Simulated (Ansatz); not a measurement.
Abridged output of a molecular run in Ansatz:

```
Functional definition: HF
1282 factors; integrals over basis functions are off by at most 1.0e-3 eV
mean field evaluation 1: about -15722.4398 eV, gradient 5.0e1 eV
mean field evaluation 2: about -15722.7503 eV, gradient 5.0e1 eV
mean field evaluation 4: about -15727.0464 eV, gradient 3.8e0 eV
mean field evaluation 8: about -15727.1119 eV, gradient 3.4e-1 eV
mean field -15727.11201645 eV, -577.9607063850 hartree, gradient 4.1e-6 eV, S^2 0.000000; 0 other end points of the search recorded, 0 dependent functions left out
9 core orbitals not correlated: weight in the atoms' cores, before any rotation towards them, 1.000 or more for the frozen orbitals, at most 0.000 for the correlated occupied ones
reference -15727.11201645 eV, -577.9607063850 hartree; 15, 15 occupied and 184, 184 virtual orbitals, 1282 factors
second order -27.19731758 eV of doubles, -0.00000000 eV of singles
cycle   1  -26.84046970 eV  change    3.6e-1 eV  update   1.1e-1
cycle   2  -27.43525647 eV  change   -5.9e-1 eV  update   3.2e-2
cycle   3  -27.57669743 eV  change   -1.4e-1 eV  update   1.5e-2
cycle   4  -27.55839143 eV  change    1.8e-2 eV  update   3.2e-3
cycle   5  -27.55759952 eV  change    7.9e-4 eV  update   1.4e-3
cycle   6  -27.55866944 eV  change   -1.1e-3 eV  update   4.1e-4
cycle   7  -27.55842420 eV  change    2.5e-4 eV  update   1.6e-4
cycle   8  -27.55835676 eV  change    6.7e-5 eV  update   5.1e-5
cycle   9  -27.55837339 eV  change   -1.7e-5 eV  update   1.9e-5
perturbative correction -1.01182927 eV, -0.0371840400 hartree
Total energy: -15755.68221911 eV, -579.0106419672 hartree
```

Its atoms:

Z-matrix (Å, degrees):
```
Si
F 1 1.574
C 1 1.783 2 121.8
O 1 1.615 2 104.8 3 158.7
O 1 1.624 2 119.0 3 -62.4
H 3 1.088 1 122.5 2 -7.8
H 3 1.088 1 123.7 2 159.6
H 4 0.959 1 117.3 2 168.7
```

(1) Which basis set was used?
A. cc-pV(Q+d)Z
B. cc-pV(D+d)Z
C. def2-TZVPP
D. def2-SVPD

(2) Write the keys of the input that set method, charge and spin (a neutral closed shell needs none for the last two).

## Answers

(1) C. It gives 208 functions.

(2) 
```yaml
correlation: {method: ccsd_t}
```
